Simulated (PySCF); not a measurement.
C$_{3}$H$_{10}$AlN (SMILES CC(C)[NH][AlH2]), singlet, geometry from GFN2-xTB (such geometries of metal compounds can be far from the true shape); CASSCF(8,7)/6-31G run with PySCF.

PySCF was given this input:
```python
from pyscf import gto, scf, mcscf
import numpy

mol = gto.Mole()
mol.atom = '''
    Al   -0.09681746   -0.43121133    1.75992931
    H    -1.50375094   -0.12142647    2.31877923
    H     0.66890562   -1.62864685    2.36090676
    N     0.63132054    0.54770207    0.45933165
    C     0.41854766    0.22215237   -0.94976188
    C    -0.20803677   -1.16200249   -1.00011203
    C    -0.48340205    1.25391309   -1.62975272
    H     1.14710897    1.41876269    0.53374443
    H     1.38405806    0.20017123   -1.47799474
    H    -0.42362626   -1.47563721   -2.01835630
    H     0.46162039   -1.88391218   -0.53130248
    H    -1.13972847   -1.14552039   -0.42543320
    H    -0.63899953    0.99590200   -2.67475121
    H    -1.44506565    1.28427882   -1.12177680
    H    -0.03379193    2.24348353   -1.58045830
'''
mol.basis = '6-31g'
mol.verbose = 4
mol.build()

mf = scf.RHF(mol)
mf.kernel()
mc = mcscf.CASSCF(mf, 7, 8)
mc.fix_spin_(ss=0.0)
mc.kernel()
occ = numpy.linalg.eigvalsh(mc.fcisolver.make_rdm1(mc.ci, mc.ncas, mc.nelecas))[::-1]
ss = mc.fcisolver.spin_square(mc.ci, mc.ncas, mc.nelecas)[0]
print('natural occupations', occ.round(4), ' <S^2>', round(ss, 4))
```

### Question
Predict the main parts of the log of this PySCF run.

### Answer

```
PySCF version 2.14.0

[INPUT] verbose = 4
[INPUT] num. atoms = 15
[INPUT] num. electrons = 48
[INPUT] charge = 0
[INPUT] spin (= nelec alpha-beta = 2S) = 0
[INPUT] symmetry False subgroup None
[INPUT] Mole.unit = angstrom
[INPUT] Symbol           X                Y                Z      unit          X                Y                Z       unit  Magmom
[...]
nuclear repulsion = 228.986101683469
number of shells = 47
number of NR pGTOs = 174
number of NR cGTOs = 69
basis = 6-31g
ecp = {}

******** <class 'pyscf.scf.hf.RHF'> ********
method = RHF
initial guess = minao
damping factor = 0
level_shift factor = 0
DIIS = <class 'pyscf.scf.diis.CDIIS'>
diis_start_cycle = 1
diis_space = 8
diis_damp = 0
SCF conv_tol = 1e-09
SCF conv_tol_grad = None
SCF max_cycles = 50
direct_scf = True
direct_scf_tol = 1e-13
Set gradient conv threshold to 3.16228e-05
Initial guess from minao.
init E= -416.307768014243
[...]
cycle= 1 E= -415.626057365797  delta_E= 0.682  |g|= 0.377  |ddm|= 3.15
[...]
cycle= 2 E= -415.671373329051  delta_E= -0.0453  |g|= 0.152  |ddm|= 0.49
[...]
cycle= 3 E= -415.677163099776  delta_E= -0.00579  |g|= 0.0517  |ddm|= 0.197
[...]
cycle= 4 E= -415.677966169263  delta_E= -0.000803  |g|= 0.00565  |ddm|= 0.0674
[...]
cycle= 5 E= -415.677978680359  delta_E= -1.25e-05  |g|= 0.00193  |ddm|= 0.0116
[...]
cycle= 6 E= -415.677980185872  delta_E= -1.51e-06  |g|= 0.000261  |ddm|= 0.00481
[...]
cycle= 7 E= -415.677980246307  delta_E= -6.04e-08  |g|= 7.53e-05  |ddm|= 0.00109
[...]
cycle= 8 E= -415.677980251026  delta_E= -4.72e-09  |g|= 2.54e-05  |ddm|= 0.000261
[...]
cycle= 9 E= -415.677980251509  delta_E= -4.83e-10  |g|= 6.45e-06  |ddm|= 8.26e-05
[...]
Extra cycle  E= -415.677980251548  delta_E= -3.97e-11  |g|= 3.13e-06  |ddm|= 1.89e-05
converged SCF energy = -415.677980251548

******** <class 'pyscf.mcscf.mc1step.CASSCF'> ********
CAS (4e+4e, 7o), ncore = 20, nvir = 42
max_cycle_macro = 50
max_cycle_micro = 4
conv_tol = 1e-07
conv_tol_grad = None
orbital rotation max_stepsize = 0.02
orbital rotation threshold for CI restart = 0.01
augmented hessian ah_max_cycle = 30
augmented hessian ah_conv_tol = 1e-12
augmented hessian ah_linear dependence = 1e-14
augmented hessian ah_level shift = 1e-08
augmented hessian ah_start_tol = 2.5
augmented hessian ah_start_cycle = 3
augmented hessian ah_grad_trust_region = 3
kf_trust_region = 3
kf_interval = 4
ci_response_space = 4
ci_grad_trust_region = 3
with_dep4 0
natorb = False
canonicalization = True
sorting_mo_energy = False
ao2mo_level = 2
internal_rotation = False
******** <class 'pyscf.fci.addons.SpinPenaltyFCISolver'> ********
max. cycles = 50
conv_tol = 1e-08
davidson only = True
linear dependence = 1e-12
level shift = 0.001
max iter space = 12
nroots = 1
pspace_size = 400
spin = None
CASCI E = -415.678984641417  S^2 = 0.0000000
Set conv_tol_grad to 0.000316228
macro iter   1 ( 21 JK    4 micro), CASSCF E = -415.689556417282  dE = -1.05717759e-02  S^2 = 0.0000000
               |grad[o]|=0.00353  |grad[c]|=0.019  |ddm|=0.0621  |maxRot[o]|=0.274
macro iter   2 ( 12 JK    3 micro), CASSCF E = -415.696281373336  dE = -6.72495605e-03  S^2 = 0.0000000
               |grad[o]|=0.0137  |grad[c]|=0.0104  |ddm|=0.121  |maxRot[o]|=0.138
macro iter   3 ( 21 JK    4 micro), CASSCF E = -415.715179226943  dE = -1.88978536e-02  S^2 = 0.0000000
               |grad[o]|=0.018  |grad[c]|=0.0346  |ddm|=0.172  |maxRot[o]|=0.214
macro iter   4 ( 21 JK    4 micro), CASSCF E = -415.727174186041  dE = -1.19949591e-02  S^2 = 0.0000000
               |grad[o]|=0.0253  |grad[c]|=0.0467  |ddm|=0.0173  |maxRot[o]|=0.243
macro iter   5 ( 21 JK    4 micro), CASSCF E = -415.729494888708  dE = -2.32070267e-03  S^2 = 0.0000000
               |grad[o]|=0.0135  |grad[c]|=0.0564  |ddm|=0.00687  |maxRot[o]|=0.156
macro iter   6 ( 21 JK    4 micro), CASSCF E = -415.730063158263  dE = -5.68269556e-04  S^2 = 0.0000000
               |grad[o]|=0.0108  |grad[c]|=0.0117  |ddm|=0.00309  |maxRot[o]|=0.154
macro iter   7 ( 21 JK    4 micro), CASSCF E = -415.730300986859  dE = -2.37828595e-04  S^2 = 0.0000000
               |grad[o]|=0.0069  |grad[c]|=0.0475  |ddm|=0.0021  |maxRot[o]|= 0.21
macro iter   8 ( 21 JK    4 micro), CASSCF E = -415.729947875229  dE =  3.53111630e-04  S^2 = 0.0000000
               |grad[o]|=0.0082  |grad[c]|=0.0575  |ddm|=0.009  |maxRot[o]|=0.254
macro iter   9 ( 21 JK    4 micro), CASSCF E = -415.730519429193  dE = -5.71553964e-04  S^2 = 0.0000000
               |grad[o]|=0.0189  |grad[c]|=0.00848  |ddm|=0.00117  |maxRot[o]|=0.0771
macro iter  10 ( 21 JK    4 micro), CASSCF E = -415.730659374665  dE = -1.39945472e-04  S^2 = 0.0000000
               |grad[o]|=0.00791  |grad[c]|=0.00646  |ddm|=0.00098  |maxRot[o]|=0.0456
macro iter  11 ( 21 JK    4 micro), CASSCF E = -415.730667790784  dE = -8.41611870e-06  S^2 = 0.0000000
               |grad[o]|=0.00134  |grad[c]|=0.00262  |ddm|=0.000959  |maxRot[o]|=0.0392
macro iter  12 (  7 JK    2 micro), CASSCF E = -415.730693583648  dE = -2.57928642e-05  S^2 = 0.0000000
               |grad[o]|=0.00121  |grad[c]|=0.00466  |ddm|=0.000327  |maxRot[o]|=0.0601
macro iter  13 (  7 JK    2 micro), CASSCF E = -415.730708620666  dE = -1.50370186e-05  S^2 = 0.0000000
               |grad[o]|=0.000853  |grad[c]|=0.00596  |ddm|=0.000255  |maxRot[o]|=0.0648
macro iter  14 ( 12 JK    3 micro), CASSCF E = -415.730706830426  dE =  1.79024062e-06  S^2 = 0.0000000
               |grad[o]|=0.000607  |grad[c]|=0.00636  |ddm|=0.000339  |maxRot[o]|=0.0662
macro iter  15 ( 21 JK    4 micro), CASSCF E = -415.730712257358  dE = -5.42693198e-06  S^2 = 0.0000000
               |grad[o]|=0.00062  |grad[c]|=0.00149  |ddm|=0.000187  |maxRot[o]|=0.0495
macro iter  16 (  7 JK    2 micro), CASSCF E = -415.730715382615  dE = -3.12525759e-06  S^2 = 0.0000000
               |grad[o]|=0.000348  |grad[c]|=0.00101  |ddm|=0.000238  |maxRot[o]|=0.0371
macro iter  17 ( 14 JK    4 micro), CASSCF E = -415.730703610386  dE =  1.17722293e-05  S^2 = 0.0000000
               |grad[o]|=0.000477  |grad[c]|=0.00818  |ddm|=0.000315  |maxRot[o]|=0.0839
macro iter  18 ( 21 JK    4 micro), CASSCF E = -415.730702399421  dE =  1.21096474e-06  S^2 = 0.0000000
               |grad[o]|=0.00054  |grad[c]|=0.000308  |ddm|=3.34e-05  |maxRot[o]|=0.0105
macro iter  19 ( 25 JK    4 micro), CASSCF E = -415.730706114744  dE = -3.71532275e-06  S^2 = 0.0000000
               |grad[o]|=0.000315  |grad[c]|=0.000265  |ddm|=2.39e-05  |maxRot[o]|=0.0192
macro iter  20 ( 21 JK    4 micro), CASSCF E = -415.730711218724  dE = -5.10398036e-06  S^2 = 0.0000000
               |grad[o]|=0.000255  |grad[c]|=0.000185  |ddm|=4.8e-05  |maxRot[o]|=0.0278
macro iter  21 (  6 JK    1 micro), CASSCF E = -415.730716015177  dE = -4.79645240e-06  S^2 = 0.0000000
               |grad[o]|=0.000157  |grad[c]|=0.00128  |ddm|=8.92e-05  |maxRot[o]|=0.0405
macro iter  22 (  7 JK    2 micro), CASSCF E = -415.730717642876  dE = -1.62769965e-06  S^2 = 0.0000000
               |grad[o]|=0.000188  |grad[c]|=0.000946  |ddm|=7.85e-05  |maxRot[o]|=0.0371
macro iter  23 (  8 JK    1 micro), CASSCF E = -415.730717756821  dE = -1.13944225e-07  S^2 = 0.0000000
               |grad[o]|=0.00015  |grad[c]|=0.000345  |ddm|=3.32e-05  |maxRot[o]|=0.00388
macro iter  24 (  4 JK    1 micro), CASSCF E = -415.730717816656  dE = -5.98357701e-08  S^2 = 0.0000000
               |grad[o]|=8.51e-05  |grad[c]|=0.000288  |ddm|=2.55e-05  |maxRot[o]|=0.000366
1-step CASSCF converged in  24 macro (382 JK  77 micro) steps
CASSCF canonicalization
Density matrix diagonal elements [1.99664704 1.98305641 1.98293716 1.97779416 0.01925485 0.01498092
 0.02532946]
CASSCF energy = -415.730717816656
CASCI E = -415.730717816656  E(CI) = -16.7593337956764  S^2 = 0.0000000
natural occupations [1.9997 1.9839 1.9815 1.9768 0.0262 0.0186 0.0133]  <S^2> 0.0
```
